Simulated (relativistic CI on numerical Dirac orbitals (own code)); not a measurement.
**Crystal-field levels of Mo⁴⁺, 4d2**

Calculated by Dirac-Coulomb-Breit CI, orbitals from a KLI potential per configuration, model QED (radiative potential, 1s self-energy scaled to tabulated hydrogen-like ionisation energies), valence Slater integrals scaled by 0.85, one configuration in a parametric crystal field (own radial code).

Field parameters in Wybourne normalisation: D4h B²₀ = −7Ds, B⁴₀ = 21(Dq − Dt), B⁴₄ = 21√(5/14) Dq. The field is a parameter set, without covalency.

S is read from ⟨S²⟩ = S(S + 1).

Levels (cm⁻¹, degeneracy): 0 (1), 45 (1), 313 (2), 458 (1), 1116 (1), 1792 (2), 2094 (1), 11083 (1), 11286 (2), 12109 (1), 12321 (1), 24431 (1).

Q: Which field gives this pattern?
A. D4h, 10Dq = 33900, Ds = 2590, Dt = 750 cm⁻¹
B. D4h, 10Dq = 33900, Ds = 950, Dt = 750 cm⁻¹
C. D4h, 10Dq = 33900, Ds = -1090, Dt = 750 cm⁻¹
D. D4h, 10Dq = 33900, Ds = 550, Dt = 750 cm⁻¹

A: B. D4h, 10Dq = 33900, Ds = 950, Dt = 750 cm⁻¹, ground level with S = 1.00.
